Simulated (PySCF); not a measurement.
WO2F2, SMILES [O]=[W]([F])([F])=[O], multiplicity 1.

Geometry: B3LYP-D3(BJ)/def2-SVP. The multiplicity is an assumed one; other spin states were not compared. The isomer is the one that the SMILES or the coordinates give; other isomers of the formula were not compared. The def2 effective core potentials stand for the cores of W; spin–orbit coupling is left out.

Computed with TDDFT-CAM-B3LYP/def2-SVPD (PySCF).

Vertical excitations. Gas-phase values at a fixed geometry. State labels are in the subgroup C2v.

```
state  symmetry  energy (eV)  λ (nm)      f                                                                 main pairs
-----  --------  -----------  ------  -----  -------------------------------------------------------------------------
S1           B1         5.33     233  0.001                                                           HOMO→LUMO+1 97 %
S2           B2         5.36     231  0.007                                                             HOMO→LUMO 93 %
S3           B1         6.15     202  0.007                                                           HOMO−1→LUMO 97 %
S4           A2         6.40     194  0.000                                         HOMO→LUMO+2 72 %, HOMO−3→LUMO 13 %
S5           A1         6.60     188  0.002                                                           HOMO−2→LUMO 81 %
S6           A2         6.61     188  0.000                     HOMO−3→LUMO 63 %, HOMO→LUMO+2 22 %, HOMO−2→LUMO+1 13 %
S7           A2         6.72     185  0.000                                       HOMO−2→LUMO+1 74 %, HOMO−3→LUMO 22 %
S8           B2         6.75     184  0.003                     HOMO−1→LUMO+1 65 %, HOMO→LUMO+5 16 %, HOMO→LUMO+3 12 %
S9           B2         7.28     170  0.001                                         HOMO−4→LUMO 64 %, HOMO→LUMO+3 22 %
S10          A1         7.50     165  0.005  HOMO−3→LUMO+1 49 %, HOMO→LUMO+4 18 %, HOMO−1→LUMO+2 18 %, HOMO−5→LUMO 8 %
T1           B2         4.76     260      0                                                             HOMO→LUMO 91 %
T2           B1         4.98     249      0                                                           HOMO→LUMO+1 95 %
T3           B2         5.64     220      0                                                         HOMO−1→LUMO+1 85 %
T4           A1         5.72     217      0                   HOMO−3→LUMO+1 43 %, HOMO−2→LUMO 34 %, HOMO−1→LUMO+2 15 %
```
Triplets are in the Tamm–Dancoff approximation, which puts them higher than full response would, so one can lie above its singlet here.
